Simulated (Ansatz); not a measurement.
Ge19H28, a nanocrystal cut from cubic germanium. Total charge 0; triplet. Geometry PBE-D4/def2-SVP, that of the neutral singlet; atoms count from 1.

Cartesian coordinates in Å:
```
Ge 0.4330 3.3213 2.1470
Ge -3.8448 -0.0623 1.0164
Ge 1.5100 3.2559 -1.7110
Ge -2.7629 -0.1317 -2.8626
Ge 4.2957 3.3945 1.1442
Ge 2.7724 0.1213 2.8532
Ge 3.8545 0.0613 -1.0022
Ge 0.0003 -0.0026 0.0008
Ge -1.5264 -3.2521 1.7192
Ge -0.4362 -3.3146 -2.1587
Ge -4.2971 -3.3920 -1.1457
Ge 2.0525 4.1395 0.5053
Ge -2.2403 0.7486 -0.6415
Ge 0.5344 0.8790 2.2220
Ge -3.7662 -2.5072 1.0747
Ge 1.6183 0.8136 -1.6460
Ge -2.6807 -2.5762 -2.7940
Ge 4.3898 0.9488 1.2142
Ge 0.0887 -2.4489 0.0675
H -1.0037 3.7702 1.7461
H 0.7517 3.9209 3.5496
H -5.2846 0.4151 0.6598
H -3.4791 0.5135 2.4168
H 0.0763 3.7025 -2.1250
H 2.5126 3.8159 -2.7644
H -4.1789 0.3379 -3.3128
H -1.7260 0.4069 -3.8928
H 4.6645 3.9763 2.5418
H 5.3378 3.9290 0.1165
H 3.1413 0.6438 4.2741
H 2.8027 -1.4357 2.8894
H 4.9100 0.5530 -2.0379
H 3.8932 -1.4957 -0.9764
H -1.1592 -2.6847 3.1226
H -1.4895 -4.8077 1.8029
H 0.6086 -2.7803 -3.1831
H -0.3673 -4.8713 -2.1671
H -5.7343 -2.9536 -1.5580
H -4.2671 -4.9495 -1.1083
H 2.0169 5.6989 0.4694
H -2.2463 2.3091 -0.6712
H -0.5190 0.3322 3.2355
H -4.8103 -3.0389 2.1049
H 1.2391 0.2257 -3.0412
H -3.0423 -3.1506 -4.1988
H 5.8262 0.4987 1.6244
H 1.5317 -2.8775 0.4801
```

Single mean-field runs in def2-TZVP are fitted with def2-universal-jkfit. At PBE0-D4/def2-TZVP a singlet of charge 0 lies 4.69 eV below the triplet at the same geometry.

(1) Estimate the Mulliken populations of the heavy atoms from the PBE0/def2-TZVP orbitals of Ansatz.

(2) Where does the spin sit?

(3) And the Mayer bond orders between heavy atoms (over 0.3)?

## Answers

(1) 
```tsv
atom	charge (e)	spin (α − β)
Ge1	0.03	0.02
Ge2	0.03	0.02
Ge3	0.01	0.15
Ge4	0.03	-0.01
Ge5	0.02	0.00
Ge6	0.03	-0.01
Ge7	0.02	0.00
Ge8	-0.25	0.44
Ge9	0.01	0.15
Ge10	0.02	0.00
Ge11	0.02	0.00
Ge12	-0.13	0.00
Ge13	-0.08	0.06
Ge14	-0.08	0.06
Ge15	-0.13	0.00
Ge16	-0.07	0.41
Ge17	-0.14	0.01
Ge18	-0.14	0.01
Ge19	-0.07	0.41
```
Mulliken values depend strongly on the basis.

(2) Summed by element: Ge 1.74, H 0.26, of 2 unpaired in all. Largest on single atoms: Ge8 0.44, Ge19 0.41, Ge16 0.41.

(3) Ge1–Ge12 0.86 (2.45 Å); Ge1–Ge14 0.83 (2.45 Å); Ge2–Ge13 0.83 (2.45 Å); Ge2–Ge15 0.86 (2.45 Å); Ge3–Ge12 0.86 (2.45 Å); Ge3–Ge16 0.76 (2.45 Å); Ge4–Ge13 0.85 (2.45 Å); Ge4–Ge17 0.86 (2.45 Å); Ge5–Ge12 0.86 (2.45 Å); Ge5–Ge18 0.86 (2.45 Å); Ge6–Ge14 0.85 (2.45 Å); Ge6–Ge18 0.86 (2.45 Å); Ge7–Ge16 0.86 (2.45 Å); Ge7–Ge18 0.86 (2.45 Å); Ge8–Ge13 0.86 (2.45 Å); Ge8–Ge14 0.86 (2.45 Å); Ge8–Ge16 0.61 (2.45 Å); Ge8–Ge19 0.61 (2.45 Å); Ge9–Ge15 0.86 (2.45 Å); Ge9–Ge19 0.76 (2.45 Å); Ge10–Ge17 0.86 (2.45 Å); Ge10–Ge19 0.86 (2.45 Å); Ge11–Ge15 0.86 (2.45 Å); Ge11–Ge17 0.86 (2.45 Å).
